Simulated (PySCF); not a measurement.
# One molecule, several mistakes: B3CH6

These are calculations, not measurements. The program is PySCF 2.14.0, an open-source quantum chemistry code, run on an isolated molecule that a program drew, which may never have been made. The molecule is B3CH6 (charge 0, doublet), drawn as the SMILES string `BBB[CH2]`.

Each row is a Hartree-Fock (HF) and frozen-core CCSD(T) single point in the cc-pVDZ basis, meant for a local HF minimum. Run 1 is clean. Each other run has one planted mistake out of seven kinds, and not every kind appears here: one electron removed, one electron added, multiplicity raised by two, geometry at a saddle point, minimal basis STO-3G, one bond length entered in bohr, all coordinates scaled. The reference is restricted for singlets and unrestricted otherwise, and also for a bond in bohr. Adding or removing an electron swaps singlet and doublet. Electrons count all cores. HOMO and LUMO are orbital energies over both spins, the gradient is its largest component, and the lowest frequency (negative if imaginary) is given only where the gradient is small. Bond lengths are over the 9 bonds as drawn. T1 is the CCSD diagnostic: over 0.02 (restricted) or 0.045 (unrestricted) a single reference is doubtful.

Geometry of the clean run:
```xyz
10
B3CH6, angstrom
B    -0.9183    0.6113   -0.9718
B     0.5866    0.4634   -0.2489
B     2.0606    0.1601   -1.0227
C     2.6432   -1.2469   -1.2931
H    -1.3287    1.6681   -1.3769
H    -1.6466   -0.3392   -1.1030
H     0.6200    0.6155    0.9528
H     2.7106    1.1134   -1.3809
H     3.6088   -1.4003   -1.7668
H     2.1316   -2.1676   -1.0254
```

```
run,electrons,basis functions,<S^2>,HOMO (eV),LUMO (eV),gradient (hartree/bohr),lowest frequency (cm^-1),mean bond (Å),longest bond (Å),T1,HF (hartree),CCSD(T) (hartree),mistake
1,27,86,0.758,-10.59,1.11,2.5e-05,117,1.3240,1.692,0.0153,-115.32016,-115.74647,no fault
2,27,86,3.796,-6.63,-0.82,5.5e-02,-,1.3240,1.692,0.0238,-115.17544,-115.60020,multiplicity raised by two
3,27,86,0.756,-10.70,1.09,9.2e-02,-,1.1969,1.530,0.0164,-115.23302,-115.65232,all coordinates scaled
4,28,86,0.000,-1.44,6.44,6.6e-02,-,1.3240,1.692,0.0203,-115.31463,-115.79703,one electron added
5,27,86,1.495,-10.49,1.06,2.0e-02,-,1.4314,2.053,0.0498,-115.19819,-115.61524,one bond length entered in bohr
6,27,26,0.760,-9.30,5.04,2.8e-02,-,1.3240,1.692,0.0133,-113.90871,-114.09667,?
```

**Which mistake was planted in run 6, and what did it cost?**

It has 26 basis functions where the clean run has 86, with the same electrons and geometry. So the mistake is: minimal basis STO-3G. Subtracting run 1 and multiplying by 627.51 kcal/mol a hartree, the energy moved by 885.7 kcal/mol in HF and 1035.3 kcal/mol in CCSD(T).

Cautions from the logs. Run 4: T1 is over the limit, so its CCSD(T) energy is less reliable; run 5: T1 is over the limit, so its CCSD(T) energy is less reliable.
